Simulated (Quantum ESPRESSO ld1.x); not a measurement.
The run below uses ld1.x (Quantum ESPRESSO 7.5).

```
 &input
    zed=51.0,
    iswitch=1,
    rel=2,
    dft='PZ',
    config='[Kr] 4d7',
    rel_dist='average',
    verbosity='high',
    lsmall=.true.,
    prefix='ld1',
    max_out_wfc=37,
    file_charge='ld1.rho',
 /
```

Output:

```
     Program LD1 v.7.5 starts

     --------------------------- All-electron run ----------------------------

     dirac relativistic calculation

     atomic number is 51.00
     dft =PZ   lsd =0 sic =0 latt =0  beta=0.20 tr2=1.0E-14
     Exchange-correlation= PZ
                           (   1   1   0   0   0   0   0)
     mesh =2069 r(mesh) = 100.70288 a.u. xmin = -8.00 dx = 0.00800
     1 Ry =  13.60569312 eV, c = 137.03599908

     n l j   nl                  e(Ry)          e(Ha)          e(eV)
     Spin orbit split results
     1 0 0.5 1S 1( 2.00)   -2233.262002022   -1116.631001011 -30385.0774628
     2 0 0.5 2S 1( 2.00)    -348.209934233    -174.104967116  -4737.6375075
     2 1 0.5 2P 1( 2.00)    -326.577378498    -163.288689249  -4443.3115928
     2 1 1.5 2P 1( 4.00)    -308.093511701    -154.046755850  -4191.8257734
     3 0 0.5 3S 1( 2.00)     -76.022910135     -38.011455068  -1034.3443856
     3 1 0.5 3P 1( 2.00)     -67.171927676     -33.585963838   -913.9206344
     3 1 1.5 3P 1( 4.00)     -63.753061598     -31.876530799   -867.4045917
     4 0 0.5 4S 1( 2.00)     -20.131002515     -10.065501257   -273.8962425
     4 1 0.5 4P 1( 2.00)     -17.062503938      -8.531251969   -232.1471925
     4 1 1.5 4P 1( 4.00)     -16.376737867      -8.188368934   -222.8168698
     3 2 1.5 3D 1( 4.00)     -48.080117578     -24.040058789   -654.1633251
     3 2 2.5 3D 1( 6.00)     -47.367584518     -23.683792259   -644.4688189
     4 2 1.5 4D 1( 2.80)     -11.385296514      -5.692648257   -154.9048505
     4 2 2.5 4D 1( 4.20)     -11.272541016      -5.636270508   -153.3707338
     Averaged results
     1 0     1S 1( 2.00)   -2233.262002022   -1116.631001011 -30385.0774628
     2 0     2S 1( 2.00)    -348.209934233    -174.104967116  -4737.6375075
     2 1     2P 1( 6.00)    -314.254800633    -157.127400316  -4275.6543798
     3 0     3S 1( 2.00)     -76.022910135     -38.011455068  -1034.3443856
     3 1     3P 1( 6.00)     -64.892683624     -32.446341812   -882.9099393
     4 0     4S 1( 2.00)     -20.131002515     -10.065501257   -273.8962425
     4 1     4P 1( 6.00)     -16.605326558      -8.302663279   -225.9269773
     3 2     3D 1(10.00)     -47.652597742     -23.826298871   -648.3466214
     4 2     4D 1( 7.00)     -11.317643216      -5.658821608   -153.9843805

     final scf error:  6.0E-15 reached in  27 iterations

     Etot =  -12918.247211 Ry,   -6459.123605 Ha, -175761.707236 eV

     Ekin =   13631.189271 Ry,    6815.594635 Ha,  185461.778120 eV
     Encl =  -30965.994171 Ry,  -15482.997085 Ha, -421313.813932 eV
     Eh   =    4737.587134 Ry,    2368.793567 Ha,   64458.156687 eV
     Exc  =    -321.029445 Ry,    -160.514722 Ha,   -4367.828111 eV

     normalization and overlap integrals

     s(1S/1S) =  1.000000  <r> =   0.0284  <r2> =    0.0011  r(max) =   0.0184
     LC norm =  0.96490034 + SC norm =  0.03509966 =  1.00000000
     s(1S/2S) =  0.000000
     s(1S/3S) = -0.000000
     s(1S/4S) =  0.000000
     s(2S/2S) =  1.000000  <r> =   0.1223  <r2> =    0.0177  r(max) =   0.1035
     LC norm =  0.99254547 + SC norm =  0.00745453 =  1.00000000
     s(2S/3S) =  0.000000
     s(2S/4S) =  0.000000
     s(2P/2P) =  1.000000  <r> =   0.1033  <r2> =    0.0131  r(max) =   0.0802
     LC norm =  0.99251482 + SC norm =  0.00748518 =  1.00000000
     s(2P/3P) =  0.000000
     s(2P/4P) =  0.000000
     s(2P/2P) =  1.000000  <r> =   0.1088  <r2> =    0.0144  r(max) =   0.0848
     LC norm =  0.99286712 + SC norm =  0.00713288 =  1.00000000
     s(2P/3P) =  0.000000
     s(2P/4P) =  0.000000
     s(3S/3S) =  1.000000  <r> =   0.3305  <r2> =    0.1250  r(max) =   0.3000
     LC norm =  0.99782515 + SC norm =  0.00217485 =  1.00000000
     s(3S/4S) =  0.000000
     s(3P/3P) =  1.000000  <r> =   0.3208  <r2> =    0.1196  r(max) =   0.2860
     LC norm =  0.99787816 + SC norm =  0.00212184 =  1.00000000
     s(3P/4P) =  0.000000
     s(3P/3P) =  1.000000  <r> =   0.3321  <r2> =    0.1280  r(max) =   0.2977
     LC norm =  0.99797483 + SC norm =  0.00202517 =  1.00000000
     s(3P/4P) =  0.000000
     s(4S/4S) =  1.000000  <r> =   0.7739  <r2> =    0.6757  r(max) =   0.7176
     LC norm =  0.99936725 + SC norm =  0.00063275 =  1.00000000
     s(4P/4P) =  1.000000  <r> =   0.8061  <r2> =    0.7383  r(max) =   0.7350
     LC norm =  0.99942147 + SC norm =  0.00057853 =  1.00000000
     s(4P/4P) =  1.000000  <r> =   0.8313  <r2> =    0.7848  r(max) =   0.7589
     LC norm =  0.99944927 + SC norm =  0.00055073 =  1.00000000
     s(3D/3D) =  1.000000  <r> =   0.3029  <r2> =    0.1089  r(max) =   0.2418
     LC norm =  0.99808849 + SC norm =  0.00191151 =  1.00000000
     s(3D/4D) =  0.000000
     s(3D/3D) =  1.000000  <r> =   0.3065  <r2> =    0.1113  r(max) =   0.2457
     LC norm =  0.99811666 + SC norm =  0.00188334 =  1.00000000
     s(3D/4D) = -0.000000
     s(4D/4D) =  1.000000  <r> =   0.9230  <r2> =    0.9832  r(max) =   0.8091
     LC norm =  0.99956505 + SC norm =  0.00043495 =  1.00000000
     s(4D/4D) =  1.000000  <r> =   0.9315  <r2> =    1.0010  r(max) =   0.8156
     LC norm =  0.99957170 + SC norm =  0.00042830 =  1.00000000

     LC charge = 42.82810741 + SC charge =  0.17189259 = 43.00000000

     ------------------------ End of All-electron run ------------------------
```

Run on one thread of a shared host, so times are rough (Intel(R) Xeon(R) Processor @ 2.60GHz): 0.54 s of CPU time, 1.3 s wall, 27 iterations on 2069 mesh points.
